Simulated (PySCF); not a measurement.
## Ir (iridium, neutral) across methods

[Xe] 4f14 5d6 6s2 7s1, high-spin 6D determinant (an excited configuration). Computed with PySCF 2.14 in aug-cc-pwCVDZ-PP with ECP60MDF, with a scalar-relativistic core potential.

| method | E (hartree) | mean ε 6s α (eV) | mean ε 6s β (eV) | mean ε 7s α (eV) | Σ⟨r²⟩ (bohr²) | ⟨S²⟩ |
| --- | --- | --- | --- | --- | --- | --- |
| BLYP | -104.0880 | -11.042 | -9.891 | -1.485 | 108.5 | 8.753 |
| wB97X | -104.1068 | -14.059 | -13.079 | -2.604 | 110.9 | 8.755 |
| UHF | -103.36764 | -13.990 | -11.678 | -2.465 | 112.1 | 8.761 |
| PBE0 | -104.0944 | -12.175 | -10.547 | -1.984 | 109.8 | 8.755 |
| r2SCANh | -104.1259 | -11.903 | -10.290 | -1.780 | 109.3 | 8.761 |
| LDA | -103.9129 | -11.542 | -10.181 | -1.675 | 107.4 | 8.753 |
| BHandHLYP | -103.9836 | -12.761 | -11.357 | -2.016 | 109.6 | 8.755 |
| PBE | -104.1337 | -11.303 | -9.800 | -1.718 | 109.2 | 8.753 |

(1) Estimate the same row for r2SCAN.

Energies and moments cover only the electrons outside the core potential. Spin-orbit coupling, absent here, splits the open shell strongly. The outer electron is Rydberg-like, and this basis confines it to a smaller radius and binds it less than a complete one would.

Results:

(1) E (hartree) = -104.1456; mean ε 6s α (eV) = -11.569; mean ε 6s β (eV) = -9.990; mean ε 7s α (eV) = -1.683; Σ⟨r²⟩ (bohr²) = 109.3; ⟨S²⟩ = 8.761.
